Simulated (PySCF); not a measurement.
Atom-mapped SMILES (the numbers label the heavy atoms): `[CH3:1][O:2][C:3]([F:4])([F:5])[C@H:6]([F:7])[Cl:8]` (H(Xn): hydrogen on atom n).

[PySCF 2.14: B97-2/pcSseg-2 with gauge-including orbitals; geometry: PBE0-D3(BJ)/def2-TZVP; one conformer; relativity neglected; one averaged value for each set of equivalent atoms; isolated molecule]

List the cross peaks expected in HSQC, COSY and HMBC spectra.

Answers



HSQC (one-bond C–H):
```tsv
δH	δC
6.05 (H(C6))	106.7 (C6)
3.63 (H(C1))	52.1 (C1)
```

HMBC (two and three bonds, from the bond graph):
```tsv
δH	δC
6.05 (H(C6))	129.6 (C3)
3.63 (H(C1))	129.6 (C3)
```

No COSY cross peaks are expected.

Chemical shifts δ = σref − σ; ¹H (σref 31.64), ¹³C (σref 185.38) against TMS, all at this level.

Carbons that carry Cl, above all several Cl atoms, come out too deshielded, partly because spin–orbit coupling is missing. Shifts are as computed. Against solution values, carbons near 30 ppm lie about +3 ppm off and those near 130 ppm about +7 ppm; carbons on Cl a further +5 ppm. Of 1211 compounds with measured shifts, 218 miss one by over three times the rms of a fit or turn the order of signals round; such compounds aren't used in these exercises.
